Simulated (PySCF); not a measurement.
Species: C₄H₆F₃N.
Z-matrix (Å and degrees, GFN2-xTB geometry), rows numbered from 1:
```
C 
C   1  1.5272
N   2  1.4278  1  108.48
C   3  1.2466  2  125.15  1   128.94
C   4  1.5279  3  127.41  2     0.61
F   5  1.3453  4  112.79  3    58.13
F   5  1.3453  4  112.67  3   -62.54
F   5  1.3396  4  111.11  3   177.84
H   1  1.0859  2  109.81  3    52.25
H   1  1.0859  2  109.81  3   172.50
H   1  1.0869  2  110.22  3   -67.57
H   2  1.0966  1  110.49  3   126.35
H   2  1.0947  1  108.90  3  -114.38
H   4  1.0834  3  119.08  2  -179.56
```

The closed-shell SCF was solved with PySCF and density fitting under several settings on one GFN2-xTB geometry (grid level 2 and gas phase unless stated).

| settings | basis functions | SCF cycles | E (Eh) | HOMO (eV) | LUMO (eV) | dipole (D) |
| --- | --- | --- | --- | --- | --- | --- |
| PBE0/Sadlej pVTZ, IEF-PCM chloroform, energy threshold 1e-06 Eh | 246 | 8 | -509.9186 | -7.73 | -1.19 | 1.21 |
| LC-wPBE/6-311G** | 180 | 13 | -510.1372 | -10.45 | 1.34 | 1.00 |
| PBE0/def2-SVP, start guess atom | 142 | 11 | -509.3850 | -7.60 | -1.05 | 1.10 |
| B97-2/6-311+G(2d,p) | 252 | 14 | -510.2946 | -7.56 | -1.38 | 1.18 |

Estimate the row for these settings: wB97X-D/IGLO-II, fitting basis def2-qzvpp-jkfit.

```tsv
settings	basis functions	SCF cycles	E (Eh)	HOMO (eV)	LUMO (eV)	dipole (D)
wB97X-D/IGLO-II, fitting basis def2-qzvpp-jkfit	212	11	-510.2898	-9.68	0.67	1.17
```

Over all rows, what range does the HOMO–LUMO gap span?

From 6.18 eV (B97-2/6-311+G(2d,p)) to 11.79 eV (LC-wPBE/6-311G**). The functional of the narrowest has 21 % exact exchange, that of the widest range-separated exact exchange.

And the dipole moment?

From 1.00 D (LC-wPBE/6-311G**) to 1.21 D (PBE0/Sadlej pVTZ, IEF-PCM chloroform, energy threshold 1e-06 Eh); the largest is 1.21 times the smallest, and the median is 1.17 D.

Whole jobs, the steps after the SCF included, on one thread of an Intel Xeon Platinum 8488C, shared host:

| settings | work after the SCF | wall time | peak memory |
| --- | --- | --- | --- |
| PBE0/Sadlej pVTZ, IEF-PCM chloroform, energy threshold 1e-06 Eh | shieldings | 42 s | 1.0 GiB |
| LC-wPBE/6-311G** | shieldings, charges and field gradients | 43 s | 0.84 GiB |
| PBE0/def2-SVP, start guess atom | spin–spin couplings from 14 perturbed nuclei, spin–dipole term for 4 of them | 38 s | 0.78 GiB |
| B97-2/6-311+G(2d,p) | shieldings | 39 s | 0.91 GiB |
| wB97X-D/IGLO-II, fitting basis def2-qzvpp-jkfit | spin–spin couplings from 14 perturbed nuclei, spin–dipole term for 4 of them | 60 s | 0.92 GiB |

wB97X-D ran without the empirical dispersion term, which would shift the total energy alone. Cycle counts include a coarse-grid stage where the run had one. All basis functions are spherical, in the Pople sets too. The species at its GFN2-xTB geometry (one conformer only).
